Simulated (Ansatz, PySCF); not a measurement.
Molecule: sum formula SiClF2, charge -1, multiplicity 1. 
Coordinates optimised at B3LYP-D3(BJ)/def2-TZVP (Ansatz, an electronic-structure program):
```
Si
F 1 1.6669
F 1 1.6669 2 97.00
Cl 1 2.3008 2 96.39 3 -97.27
```
Charge -1, spin multiplicity 1.

Total electronic energies in hartree. Valence correlation only, unless marked. Spin-orbit coupling is left out. No relativistic terms. Basis-set limits of correlation are two-point, X^-3; Hartree-Fock from the larger set. [CCSD(T)-MP2]/basis is that difference in the basis named.

```
level                                                                             program  energy (Eh)
-------------------------------------------------------------------------  --------------  -----------
HF/STO-3G                                                                          Ansatz   -936.24415
HF/def2-TZVPD                                                                       PySCF   -947.62794
r2SCAN/def2-TZVPD                                                                  Ansatz   -949.58320
TPSSh/def2-TZVPD                                                                    PySCF   -949.73769
r2SCANh-D4/def2-TZVPD                                                      Ansatz + dftd4   -949.56902
MP2/aug-cc-pV(D+d)Z                                                                Ansatz   -948.21847
CCSD/6-31G                                                                         Ansatz   -947.71616
CCSD/cc-pwCVTZ                                                                     Ansatz   -948.47329
RI-MP2/CBS(aug-cc-pV(T+d)Z,aug-cc-pV(Q+d)Z)+[CCSD(T)-MP2]/aug-cc-pV(T+d)Z          Ansatz    -948.6574
```

Totals of different functionals don't rank their quality; only differences between species are comparable.
